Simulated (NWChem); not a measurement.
System: arsine (AsH₃); SMILES [AsH3]

All runs: NWChem. Pople sets run with spherical d functions. The geometry was optimised at PBE0-D3(BJ)/def2-TZVP. Level B3LYP/6-31G*: energy and gradient; each run changes one setting, and changes count from the defaults (medium grid, exact Coulomb integrals, symmetry on).

```json
[
 {"setting": "defaults", "size of the energy change (μHa)": "< 10", "largest change of a gradient component (μHa/bohr)": "< 30"},
 {"setting": "tight SCF thresholds and tolerances", "size of the energy change (μHa)": "< 10", "largest change of a gradient component (μHa/bohr)": "< 30"},
 {"setting": "coarse grid", "size of the energy change (μHa)": "50", "largest change of a gradient component (μHa/bohr)": "1000"},
 {"setting": "extra-fine grid", "size of the energy change (μHa)": "30", "largest change of a gradient component (μHa/bohr)": "40"},
 {"setting": "symmetry off", "size of the energy change (μHa)": "< 10", "largest change of a gradient component (μHa/bohr)": "other frame"}
]
```
